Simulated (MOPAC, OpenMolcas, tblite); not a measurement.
**A ladder of methods for SiH4O3 (SMILES O[SiH](O)O)**

SiH4O3: 8 atoms, total charge 0, spin state singlet. As SMILES, `O[SiH](O)O`. The shape is that of a PBE0-D4/def2-TZVP optimisation. This is one conformer, not always the lowest.

```csv
atom,x (Å),y (Å),z (Å)
O,0.0579,1.6188,-0.2250
Si,-0.1716,0.0826,0.2692
O,1.1693,-0.8611,0.1965
O,-1.2508,-0.6397,-0.7213
H,0.1768,1.7698,-1.1645
H,-0.6428,0.2094,1.6620
H,1.8949,-0.6550,0.7868
H,-1.1417,-1.5817,-0.8597
```

Quantity: the dipole moment, in D. The values are calculated.

```csv
level,kind,program,value (D),CPU time
PM6,semi-empirical,MOPAC,1.94,under 2 s
IPEA1-xTB,semi-empirical,tblite,2.11,under 2 s
HF/6-311+G**,Hartree–Fock,OpenMolcas,1.78,33 s
SVWN5/6-311+G**,LDA,OpenMolcas,1.70,79 s
PBE/6-311+G**,GGA,OpenMolcas,1.65,95 s
r2SCAN/6-311+G**,meta-GGA,OpenMolcas,1.69,86 s
PBE0/6-311+G**,global hybrid,OpenMolcas,1.69,56 s
```

The values span 1.65 to 2.11 D. Magnitudes only. Times are those of the runs behind each value, whatever else they computed, on shared processors of several kinds: orders of magnitude only.
